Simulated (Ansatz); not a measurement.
Li₇⁻. Total charge -1; triplet. Geometry PBE/def2-TZVP, that of the neutral doublet; atoms count from 1.

```xyz
7

Li   -0.647   -1.935   -1.585
Li    1.900   -1.750    0.057
Li   -0.771    2.277    0.946
Li   -2.300    0.557   -1.036
Li   -0.654   -0.674    1.087
Li    1.821    0.851    1.620
Li    0.651    0.673   -1.088
```

The highest occupied level of the charge -1 triplet lies above zero (up to 0.11 eV). By energy differences its removal costs 0.69 eV (vertical, to the charge 0 doublet, at PBE0/def2-TZVPD); a positive level beside a positive removal energy at the same level points to self-interaction error. At PBE0/def2-TZVPD a singlet of charge -1 lies 0.18 eV below the triplet, each at its own geometry. The structure comes from a short search, and lower isomers may exist.

**Question.** Estimate the Mulliken populations from the PBE0/def2-TZVPD orbitals of Ansatz.

**Answer.** 
```
atom  charge (e)  spin (α − β)
 Li1       -0.13          0.19
 Li2       -0.13          0.20
 Li3       -0.13          0.20
 Li4       -0.13          0.19
 Li5       -0.18          0.51
 Li6       -0.13          0.19
 Li7       -0.18          0.51
```
Mulliken values and Mayer orders depend strongly on the basis. With diffuse functions, as here, like atoms can get unlike values, and bond orders can come out too low or too high.

**Question.** Where does the spin sit?

**Answer.** Summed by element: Li 2.00, of 2 unpaired in all. Largest on single atoms: Li5 0.51, Li7 0.51, Li2 0.20.

**Question.** And the Mayer bond orders between bonded heavy atoms (over 0.3)?

**Answer.** Li1–Li2 0.35 (3.04 Å); Li1–Li4 0.35 (3.04 Å); Li2–Li6 0.35 (3.03 Å); Li3–Li4 0.35 (3.04 Å); Li3–Li6 0.35 (3.03 Å); Li5–Li7 0.55 (2.87 Å).
